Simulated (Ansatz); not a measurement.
`O=CBBr` + HCl → `O=CBCl` + HBr at 700 K and 1 bar (ligand exchange at a B–Br bond).

Program: Ansatz. Geometries: PBE0-D4/def2-TZVP. ΔE: electronic, gas phase. CCSD(T)/CBS adds triple-zeta CCSD(T) − MP2 to the extrapolated MP2 energy (def2 sets, frozen cores). This one scheme is used for every species. For Br outer-core shells are correlated without core-valence functions, which leaves a few kJ/mol of doubt a bond. Scalar relativity is left out up to krypton. Each species was taken in one conformer, which may not be the lowest.

| species | CCSD(T)/CBS energy (Eh) | H − E (kJ/mol) | S (J/(mol·K)) |
| --- | --- | --- | --- |
| `O=CBBr` | -2712.53327 | 131.9 | 385.6 |
| HCl | -460.38127 | 38.4 | 211.8 |
| `O=CBCl` | -598.99716 | 132.4 | 374.0 |
| HBr | -2573.91920 | 36.5 | 223.7 |

H − E and S are ideal-gas, rigid-rotor, harmonic terms from PBE0-D4/def2-TZVP, for one conformer and one mirror image of each species. 1 Eh = 2625.50 kJ/mol, R = 8.31446 J/(mol·K).

**Question.** By hand: ΔE, ΔH, ΔS and ΔG.

**Answer.** ΔE = (-598.99716) + (-2573.91920) − (-2712.53327) − (-460.38127) = -0.00182 Eh = -4.8 kJ/mol. Δ(H − E) = 132.4 + 36.5 − 131.9 − 38.4 = -1.4, so ΔH = -6.2 kJ/mol. ΔS = 374.0 + 223.7 − 385.6 − 211.8 = 0.3 J/(mol·K). ΔG = -6.2 − 700 × (0.3)/1000 = -6.4 kJ/mol.

**Question.** By hand: the equilibrium constant, and the temperature at which ΔG would vanish if ΔH and ΔS stayed fixed.

**Answer.** log₁₀ K = −ΔG/(RT ln 10) = 0.5. ΔH and −TΔS have one sign here, so there is no such temperature.

The number of gas molecules stays the same, so ΔS is small and ΔH decides. A doubt of 5 kJ/mol in ΔE shifts log₁₀ K by 0.4 here. Other conformers and mirror images would add mixing entropy, several J/(mol·K) or more a flexible species. Modes under 60 cm⁻¹, often nearly free rotors, make the harmonic entropy too high. These are equilibria of isolated gas molecules and say nothing of rates. Largest T1 diagnostic: 0.016 (customary marks: 0.02 for closed shells, 0.045 for open ones).

ΔS is within the doubt of such terms, so its sign, and with it that verdict, could turn.
